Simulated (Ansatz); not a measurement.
Stepwise reaction of `[OH][SnH]([Br])[Br]` with hydrogen, as a gas-phase model of exchange steps in deposition or etching. ΔE in kJ/mol; ΔG adds harmonic PBE0-D4 terms to CCSD(T)/CBS, at 1 bar.

Program: Ansatz. Geometries: PBE0-D4/def2-TZVP. ΔE: electronic, gas phase. CCSD(T)/CBS is the MP2 limit (def2-TZVPP, def2-QZVPP) plus CCSD(T) − MP2 in def2-TZVPP, frozen cores. This one scheme is used for every species. DFT in def2-TZVPP. B3LYP here is the variant with VWN-RPA as its local correlation; programs differ in this. Elements past krypton have def2 core potentials. For Br, Sn outer-core shells are correlated without core-valence functions, which leaves a few kJ/mol of doubt a bond. Scalar relativity is left out up to krypton. One conformer a species, not always the lowest.

```json
{"step": "2", "reaction": "`[OH][SnH2][Br]` + H₂ → `[OH][SnH3]` + HBr", "PBE-D4": "94.8", "B3LYP-D4": "95.3", "ωB97M-V": "92.7", "CCSD(T)/CBS": "99.8", "ΔG(600 K)": "88.2"}
```

(1) Give the row of step 1, `[OH][SnH]([Br])[Br]` + H₂ → `[OH][SnH2][Br]` + HBr. (Estimate.)

(2) By hand: ΔE of the 2 steps together at CCSD(T)/CBS.

Answers

(1) Ansatz gave: 
```tsv
step	reaction	PBE-D4	B3LYP-D4	ωB97M-V	CCSD(T)/CBS	ΔG(600 K)
1	`[OH][SnH]([Br])[Br]` + H₂ → `[OH][SnH2][Br]` + HBr	88.6	88.9	84.6	92.2	81.6
```

(2) (92.2) + (99.8) = 192.0 kJ/mol, or 96.0 kJ/mol a step.

In ΔE each step is higher than the one before. All are uphill at CCSD(T)/CBS. ΔG lies between 81.6 and 88.2 kJ/mol a step. PBE-D4 differs from CCSD(T)/CBS by -5.0 to -3.6 kJ/mol a step. Isolated molecules leave out the surface, adducts and barriers. Largest T1 diagnostic: 0.014.
